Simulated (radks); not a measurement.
Values are calculated unless marked as measured or tabulated.
Question: The mean radii <r> (bohr) of the occupied orbitals of an atom or ion are listed with their occupations. Code: a radial shooting solver on a logarithmic mesh with Libxc functionals. Model: scalar-relativistic Kohn-Sham, LB94 model potential, spin-polarised, spherical densities, finite nucleus; Fermi nuclear charge, rms radius of each element as measured or else 0.836 A^(1/3) + 0.57 fm.

| orbital | occ. | <r> |
|---|---|---|
| 1s down | 1 | 0.02034 |
| 1s up | 1 | 0.02034 |
| 2s up | 1 | 0.08585 |
| 2s down | 1 | 0.08577 |
| 2p down | 3 | 0.07599 |
| 2p up | 3 | 0.07606 |
| 3s up | 1 | 0.2143 |
| 3s down | 1 | 0.2147 |
| 3p up | 3 | 0.2108 |
| 3p down | 3 | 0.2112 |
| 3d up | 4 | 0.1874 |

Name the element and its charge. Open shells, if any, are filled with parallel spins first.

Answer: Z = 68, erbium, charge +46: Er46+ in [Ar] 3d4. The 1s radius gives Z: for a bare nucleus <r> = (2 gamma + 1)/(2Z) with gamma = sqrt(1 - (Z/c)^2), 0.02012 bohr for Z = 68, and screening makes it slightly larger (0.02034 here). The occupations add up to 22, and the charge is Z minus that.
